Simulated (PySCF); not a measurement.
Lead: a sound run and one with changed settings

Sound run: Pb [Xe] 4f14 5d10 6s2 6p2, Pb⁺ [Xe] 4f14 5d10 6s2 6p1. Computed with PySCF 2.14 in def2-TZVP with the def2 core potential (60 electrons) (6s5p3d2f, 50 functions), with a scalar-relativistic core potential. In the sound run the correlated levels freeze 5s2 5p6 5d10 outside the core potential. The sound run starts from symmetry-adapted Hartree-Fock orbitals and uses a fine grid where one is needed.

Changed run: initial guess minao, at most 50 SCF cycles.

| species | method | sound run (hartree) | changed run (hartree) | converged |
| --- | --- | --- | --- | --- |
| Pb | UHF | -191.83552 | -191.83552 | yes |
| Pb | M06-L | -192.94044 | -192.94044 | yes |
| Pb | CCSD(T) | -191.88342 | -191.88342 | yes |
| Pb⁺ | PBE0 | -192.57907 | -192.57907 | yes |
| Pb⁺ | MP2 | -191.62151 | -191.62151 | yes |

Here the plain start reaches the same solutions.
